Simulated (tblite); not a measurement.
Species: C3H12N2OSi.
Z-matrix (Å and degrees, GFN2-xTB geometry), rows numbered from 1:
```
C 
C   1  1.5255
Si  2  1.9024  1  113.12
N   3  1.7326  2  107.25  1  -176.21
N   3  1.7298  2  108.77  1    60.70
O   3  1.6395  2  112.81  1   -57.63
C   6  1.3993  3  127.31  2   -59.91
H   1  1.0880  2  110.72  3    54.13
H   1  1.0895  2  111.01  3   174.46
H   1  1.0876  2  110.53  3   -65.58
H   2  1.0909  1  108.87  3  -121.36
H   2  1.0889  1  108.83  3   123.15
H   4  1.0079  3  117.15  2   169.50
H   4  1.0061  3  117.82  2   -57.04
H   5  1.0078  3  117.09  2   177.85
H   5  1.0070  3  117.19  2   -50.12
H   7  1.0911  6  107.76  3  -171.58
H   7  1.0915  6  110.95  3   -51.67
H   7  1.0929  6  110.68  3    68.95
```

Computed values, GFN2-xTB/tblite, gas phase, harmonic and unscaled. The method is semi-empirical: single wavenumbers can be off by several per cent or more. One conformer, not necessarily the lowest.

Harmonic wavenumbers (cm⁻¹): 42.6, 70.0, 90.5, 123.9, 144.2, 153.9, 182.1, 193.3, 214.0, 245.5, 252.6, 334.7, 345.4, 570.5, 583.5, 641.2, 722.5, 742.8, 799.1, 850.7, 875.6, 922.5, 986.4, 1025.4, 1081.2, 1123.9, 1133.2, 1148.7, 1247.1, 1303.9, 1410.8, 1416.5, 1478.5, 1489.3, 1495.3, 1512.8, 1515.2, 1528.5, 1531.0, 2943.5, 2965.1, 2978.6, 2979.7, 3000.8, 3008.6, 3025.5, 3033.4, 3472.6, 3474.1, 3506.7, 3519.0.

A = 2196, B = 1809, C = 1430 MHz; mass 120.072 u (most abundant isotopes); point group C1, symmetry number 1.

Q: What is the zero-point energy?

A: ½Σν̃ = 34718 cm⁻¹ = 99.27 kcal/mol.

Q: What is S at 298.15 K and 1 bar for an ideal gas of classical rigid rotors and harmonic oscillators?

A: Translation 40.29, rotation 28.43, vibration 36.91: S = 105.6 cal/(mol K).

Q: And Cp and H(298.15 K) − H(0)?

A: Cp = 41.54 cal/(mol K), of which vibrations give 33.60 (their classical limit is 51 R = 101.3); H(298.15 K) − H(0) = 8.00 kcal/mol without the zero-point energy, 5.63 from vibrations.

Q: How do the functions run with temperature in this model?

A: 
```json
{"T (K)": "150", "S (cal/(mol K))": "82.0", "Cp (cal/(mol K))": "28.6", "H − H(0) (kcal/mol)": "2.80", "G − H(0) (kcal/mol)": "-9.50", "ln q(vib)": "4.05"}
{"T (K)": "250", "S (cal/(mol K))": "98.7", "Cp (cal/(mol K))": "37.3", "H − H(0) (kcal/mol)": "6.10", "G − H(0) (kcal/mol)": "-18.57", "ln q(vib)": "7.51"}
{"T (K)": "400", "S (cal/(mol K))": "119.0", "Cp (cal/(mol K))": "50.1", "H − H(0) (kcal/mol)": "12.67", "G − H(0) (kcal/mol)": "-34.95", "ln q(vib)": "12.21"}
{"T (K)": "600", "S (cal/(mol K))": "142.1", "Cp (cal/(mol K))": "63.5", "H − H(0) (kcal/mol)": "24.11", "G − H(0) (kcal/mol)": "-61.12", "ln q(vib)": "17.89"}
{"T (K)": "900", "S (cal/(mol K))": "170.6", "Cp (cal/(mol K))": "77.0", "H − H(0) (kcal/mol)": "45.35", "G − H(0) (kcal/mol)": "-108.17", "ln q(vib)": "25.48"}
```

q(vib) and H(0) count from the zero-point level.

Q: Blend soft modes into free rotors: weight 1/[1 + (100 cm⁻¹/ν̃)⁴] for the oscillator and the rest for a rotor with moment μB/(μ + B), μ = h/(8π²ν), B = 10⁻⁴⁴ kg m². What vibrational entropy results?

A: 34.17 cal/(mol K) in place of 36.91, which changes −T·S at 298.15 K by +0.82 kcal/mol.

Q: What must be added to the electronic energy to get the Gibbs energy at 298.15 K and 1 bar?

A: ZPE + [H(298.15 K) − H(0)] − T·S = 99.27 + 8.00 − 31.49 = 75.78 kcal/mol.

Q: Which modes carry the vibrational entropy at 298.15 K?

A: 42.6 cm⁻¹: 5.13; 70.0 cm⁻¹: 4.15; 90.5 cm⁻¹: 3.65; 123.9 cm⁻¹: 3.04; 144.2 cm⁻¹: 2.75; 153.9 cm⁻¹: 2.62 cal/(mol K); the other 45 give 15.56 together.

Hindered rotation and anharmonicity are outside this model. Other conformers, if any are populated, would add a mixing term that is left out. The structure is chiral; the term R ln 2 for an equal mix with its mirror image is left out.
